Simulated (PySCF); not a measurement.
Ge(H)3(vinyl) (C₂H₆Ge), SMILES C=[CH][GeH3]. The structure is a stationary point at r2SCAN-D4/def2-SVP.

Method: PySCF with r2SCAN-D4/def2-SVP.

Harmonic wavenumbers (cm⁻¹): 124, 259, 411, 533, 641, 656, 836, 884, 897, 962, 1007, 1036, 1267, 1410, 1662, 2142, 2143, 2157, 3112, 3137, 3209. Rotational constants (GHz): 32.68, 3.805, 3.558; symmetry number 1.

Work out the zero-point energy and the ideal-gas rigid-rotor harmonic-oscillator thermochemistry at 298.15 K and 1 atm.

ZPE = ½ Σ hcν = ½ × 28487 cm⁻¹ = 40.72 kcal/mol. H − E(el) = 44.50 kcal/mol. Entropy in cal/(mol K): translation 39.80, rotation 24.10, vibration 7.76, total 71.66. G − E(el) = 23.14 kcal/mol. Cp = 19.19 cal/(mol K). Modes under 150 cm⁻¹ make the vibrational entropy uncertain.
